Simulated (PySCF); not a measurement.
Mapped SMILES: `[OH:1][SiH2:2][CH2:3][F:4]`; H(Xn) means a hydrogen on atom n.

Geometry: PBE0-D3(BJ)/def2-SVP; GIAO shifts from PySCF 2.14.0 with density-fitted response routines, gas phase, non-relativistic, averaged over equivalent atoms.

At OPBE/pcSseg-2 (221 basis functions, 26 s wall time on 1 thread of an Arm Neoverse V1, shared host):
```json
{"atoms": "O1", "δ (ppm)": "18.2"}
{"atoms": "Si2", "δ (ppm)": "-15.9"}
{"atoms": "C3", "δ (ppm)": "83.1"}
{"atoms": "F4", "δ (ppm)": "-304.3"}
{"atoms": "H(Si2)", "δ (ppm)": "5.10"}
{"atoms": "H(C3)", "δ (ppm)": "4.63"}
{"atoms": "H(O1)", "δ (ppm)": "0.96"}
```

Scale: H2O for 17O (329.21 ppm); 29Si (355.55 ppm) and 13C (184.41 ppm) and 1H (31.20 ppm) vs TMS; CFCl3 for 19F (155.15 ppm) (reference shieldings calculated alike).

Estimate the result of repeating the calculation with LC-wPBE/pcSseg-2.

Answers


```json
{"atoms": "O1", "δ at LC-wPBE/pcSseg-2": "12.2", "change": "-6.0"}
{"atoms": "Si2", "δ at LC-wPBE/pcSseg-2": "-16.1", "change": "-0.2"}
{"atoms": "C3", "δ at LC-wPBE/pcSseg-2": "84.1", "change": "+1.0"}
{"atoms": "F4", "δ at LC-wPBE/pcSseg-2": "-281.7", "change": "+22.6"}
{"atoms": "H(Si2)", "δ at LC-wPBE/pcSseg-2": "4.88", "change": "-0.22"}
{"atoms": "H(C3)", "δ at LC-wPBE/pcSseg-2": "4.51", "change": "-0.12"}
{"atoms": "H(O1)", "δ at LC-wPBE/pcSseg-2": "1.25", "change": "+0.29"}
```

δ = σ(ref) − σ, references computed at the same level: H2O for 17O (σref 332.63); TMS for 29Si (σref 346.67) and 13C (σref 188.30) and 1H (σref 31.32); CFCl3 for 19F (σref 203.63).

The largest change is at F4 (fluorine on an sp3 carbon). Cost: 221 basis functions, 42 s wall time on 1 thread of an Arm Neoverse V1, shared host.

Unscaled 19F shifts against computed CFCl3 carry errors that often reach 10 to 50 ppm. Experimental scales use liquid or dissolved standards, which lie at an offset from isolated H2O (liquid H2O: subtract about 36 ppm).
